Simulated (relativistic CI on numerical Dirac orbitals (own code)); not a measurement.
# Main line and satellite in the 2p photoemission of Cu²⁺: a two-state model

Problem. An octahedral Cu²⁺ site (d9) has Δ = 5, V(eg) = 2.95, 10Dq = 0.55, 10Dq(ligand) = 0.9 and a core-hole attraction U_cd = 11 eV. Δ is defined between configuration averages. Find the d count, the distance of the satellite and its intensity.

Working.
1. The hole has eg symmetry. Its energy is −0.6 × 10Dq in d9 and Δ − 0.6 × 10Dq(ligand) in d10L, so the gap is Δ' = 4.79 eV.
2. Ground state cos θ |d9⟩ − sin θ |d10L⟩ with tan 2θ = 2V/Δ', θ = 25.5°: weights 0.815 and 0.185, n_d = 9.185.
3. The core hole pulls d10L down by U_cd: the gap becomes Δ' − U_cd = -6.21 eV, the hopping is V' = 2.95 eV, and tan 2θ' = 2V'/(Δ' − U_cd) gives θ' = 68.2°.
4. The two final states lie W = √[(Δ' − U_cd)² + 4V'²] = 8.57 eV apart. The lower, mostly d10L, is the main line.
5. In the sudden approximation the intensities are cos²(θ' − θ) and sin²(θ' − θ), so satellite/main = tan²(42.8°) = 0.86.

Check. The full cluster calculation (with spin-orbit coupling and 2p-3d multiplets, which spread the d9 satellite) gives n_d = 9.184; in its broadened 2p3/2 spectrum, cut halfway, the centroids lie 8.64 eV apart with an area ratio of 0.84.
